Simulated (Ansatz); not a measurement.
# Molecular dynamics, step by step

NH$_{4}$Br (SMILES N.Br), singlet, PBE0-D4/def2-SVP (Ansatz 0.2.0). Settings (timestep in fs, temperature in K, friction in 1/fs; T counts 18 degrees of freedom, while the starting velocities carry no drift of the centre of mass, so T starts below the set value):

```yaml
hamiltonian: {xc: pbe0, dispersion: d4}
md: {n_steps: 60, timestep: 0.5, temperature: 1000, ensemble: nvt_langevin, seed: 830, friction: 0.05, initial_velocities: maxwell_boltzmann}
```

Start (the SMILES describes the start alone):

```
6
angstrom
N 0.0130 0.0404 -0.5883
H -0.5014 -0.7280 -1.0020
H -0.4065 0.9125 -0.8875
H 0.9698 0.0081 -0.9194
Br -0.0547 -0.1696 2.4722
H -0.0203 -0.0634 0.9249
```

| step | time (fs) | potential energy less the start (meV) | kinetic energy (meV) | T (K) |
| --- | --- | --- | --- | --- |
| 0 | 0.00 | 0.0 | 646.3 | 833 |
| 4 | 2.00 | 160.0 | 505.0 | 651 |
| 8 | 4.00 | 230.5 | 487.6 | 629 |
| 12 | 6.00 | 154.3 | 669.1 | 863 |
| 16 | 8.00 | 289.8 | 532.3 | 686 |
| 20 | 10.00 | 200.7 | 828.6 | 1068 |
| 24 | 12.00 | 384.3 | 741.5 | 956 |
| 28 | 14.00 | 298.9 | 857.7 | 1106 |
| 32 | 16.00 | 364.2 | 653.7 | 843 |
| 36 | 18.00 | 365.9 | 541.2 | 698 |
| 40 | 20.00 | 316.4 | 560.3 | 722 |
| 44 | 22.00 | 367.3 | 399.9 | 516 |
| 48 | 24.00 | 500.9 | 157.5 | 203 |
| 52 | 26.00 | 383.1 | 397.9 | 513 |
| 56 | 28.00 | 411.5 | 497.7 | 642 |
| 60 | 30.00 | 220.1 | 839.3 | 1082 |

Step 24, positions (Å) and forces (eV/Å):

```tsv
atom	x	y	z	Fx	Fy	Fz
N1	-0.088	0.161	-0.458	1.497	-6.038	-0.744
H2	-0.469	-0.628	-1.118	0.871	2.339	1.410
H3	-0.377	1.042	-0.688	-1.055	3.089	-1.049
H4	0.959	0.075	-0.444	-1.342	0.359	-0.201
Br5	-0.025	-0.188	2.467	-0.041	-0.219	0.715
H6	-0.288	-0.220	0.962	0.070	0.470	-0.132
```

Step 44, positions (Å) and forces (eV/Å):

```tsv
atom	x	y	z	Fx	Fy	Fz
N1	-0.142	0.205	-0.357	1.351	0.093	-2.291
H2	-0.388	-0.299	-1.275	0.575	0.545	1.838
H3	-0.226	1.193	-0.586	-0.633	0.371	0.091
H4	0.895	0.191	-0.182	-0.917	-0.687	-0.601
Br5	0.021	-0.195	2.474	0.021	-0.027	0.742
H6	-0.336	-0.012	0.955	-0.397	-0.296	0.221
```

Step 48, positions (Å) and forces (eV/Å):

```tsv
atom	x	y	z	Fx	Fy	Fz
N1	-0.139	0.208	-0.350	0.472	2.059	-2.847
H2	-0.409	-0.286	-1.274	0.843	0.604	2.030
H3	-0.155	1.242	-0.602	-0.833	-1.291	0.456
H4	0.870	0.206	-0.142	0.020	-1.077	-0.656
Br5	0.022	-0.195	2.478	0.039	-0.025	0.715
H6	-0.326	0.004	0.955	-0.540	-0.270	0.302
```

Last step (60):

N1  (-0.121, 0.249, -0.349)
H2  (-0.536, -0.339, -1.092)
H3  (-0.186, 1.183, -0.648)
H4  (0.874, 0.015, -0.342)
Br5  (0.020, -0.180, 2.488)
H6  (-0.422, -0.003, 0.907)
(Å)

The run took about 41 s on 2 CPU threads of an Intel Xeon Platinum 8488C (shared host).
